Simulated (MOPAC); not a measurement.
MOPAC input (PM7):

```
PM7 FORCE THERMO(298,298) PRECISE LET CHARGE=-1 GEO-OK AUX(PRECISION=9) THREADS=1
H2Sb

Sb   -0.01895481 1   -0.02173773 1    0.03932569 1
H    -0.48822400 1    1.36534199 1   -0.95507930 1
H     1.41247448 1   -0.30539482 1   -0.96246962 1
```

Task: Which zero-point energy does it print?

Result: 7.15 kcal/mol, from the harmonic wavenumbers of PM7.
